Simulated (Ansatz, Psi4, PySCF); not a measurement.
vinyl chloride (C$_{2}$H$_{3}$Cl), singlet, geometry from GFN2-xTB. Base run: MP2/STO-3G run with PySCF.

Input for PySCF:
```python
from pyscf import gto, scf, mp

mol = gto.Mole()
mol.atom = '''
    C    -0.001662    0.754022   -0.000887
    C     1.288373    1.021459   -0.013454
    Cl   -0.624479   -0.849898    0.006946
    H    -0.773014    1.508554    0.005532
    H     2.034912    0.246855   -0.019613
    H     1.633983    2.039976   -0.017955
'''
mol.basis = 'sto-3g'
mol.charge = 0
mol.spin = 0
mol.verbose = 4
mol.build()

mf = scf.RHF(mol)
mf.kernel()

pt = mp.MP2(mf)
pt.kernel()
print('E(MP2) = %.10f' % pt.e_tot)
```

The same geometry, method and basis name were run in Ansatz (an electronic-structure program) and Psi4 and PySCF, at each program's defaults and at the settings that a row names. The base is PySCF at its defaults. Differences at the defaults can come from grids, fitting, cores and function types together.

| code and settings | ΔE vs base (mEh) | basis functions | E (Eh) | SCF cycles |
|---|---|---|---|---|
| PySCF, defaults (exact integrals, spherical functions, all electrons correlated) | 0.000 | 22 | -531.20393 | 9 |
| Psi4, defaults (density fitting with its default set, spherical functions, all electrons correlated) | -0.437 | 22 | -531.20436 | 10 |
| Ansatz, defaults (factorised integrals, spherical functions, frozen core) | 0.965 | 22 | -531.20296 | - |
| PySCF, frozen core | 0.958 | 22 | -531.20297 | 9 |
| Psi4, exact integrals, spherical functions, frozen core | 0.958 | 22 | -531.20297 | 10 |
| Ansatz, high accuracy, frozen core | 0.958 | 22 | -531.20297 | - |
